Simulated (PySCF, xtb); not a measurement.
hydrogen selenide cation (H2Se), SMILES [SeH2] (connectivity only; charge and spin as stated), charge +1, multiplicity 2.

Harmonic wavenumbers (cm⁻¹) from GFN2-xTB (xtb) at its own minimum, in rising order: 936, 1977, 1983.

### Question
What does B3LYP-D3(BJ)/def2-TZVPD in PySCF 2.14.0 give at its own minimum? (Estimate from the structure and the level; the computed values follow.)

### Answer
1045, 2335, 2339. Paired by order, the mean absolute difference is 274 cm⁻¹ and the zero-point energies are 7.0 and 8.2 kcal/mol.
